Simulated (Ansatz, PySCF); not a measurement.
The PySCF input:
```python
from pyscf import gto, scf, dft

mol = gto.M(
    atom='''
Zn    0.190542   -0.648909    0.118071
C     0.920613    1.198423   -1.156166
H     1.930307    0.915754   -1.415434
H     0.876613    2.091309   -0.556201
H     0.263223    1.234238   -2.010281
C    -1.517924    0.835776    0.786036
H    -2.248511    0.167920    1.218256
H    -1.891890    1.366315   -0.072927
H    -1.062138    1.486545    1.515224
''',
    basis='cc-pvdz',
    charge=0,
    spin=2,
    verbose=3,
)

mf = dft.UKS(mol)
mf.xc = 'pbe'
mf.grids.atom_grid = (99, 590)
mf.grids.prune = None
mf.kernel()
```

Convert this to an input for Ansatz (a quantum-chemistry and plane-wave program).

One answer among several that fit: 
Ansatz 0.2 input:
```yaml
crystal:
  periodic: [false, false, false]
  atoms:
    - {symbol: Zn, position_ang: [0.19054193, -0.64890903, 0.11807146]}
    - {symbol: C, position_ang: [0.92061324, 1.19842274, -1.15616563]}
    - {symbol: H, position_ang: [1.93030660, 0.91575429, -1.41543436]}
    - {symbol: H, position_ang: [0.87661335, 2.09130864, -0.55620088]}
    - {symbol: H, position_ang: [0.26322321, 1.23423769, -2.01028096]}
    - {symbol: C, position_ang: [-1.51792361, 0.83577561, 0.78603551]}
    - {symbol: H, position_ang: [-2.24851058, 0.16792023, 1.21825567]}
    - {symbol: H, position_ang: [-1.89189007, 1.36631469, -0.07292682]}
    - {symbol: H, position_ang: [-1.06213831, 1.48654517, 1.51522418]}
basis:
  gaussian:
    orbitals: cc-pVDZ
hamiltonian:
  xc: pbe
magnetization: {spin_polarized: true, initial_magnetization: 2}
accuracy: high
```

Both were run: PySCF gave -1858.741354 Eh and Ansatz -1858.741355 Eh, 0.001 mEh apart.
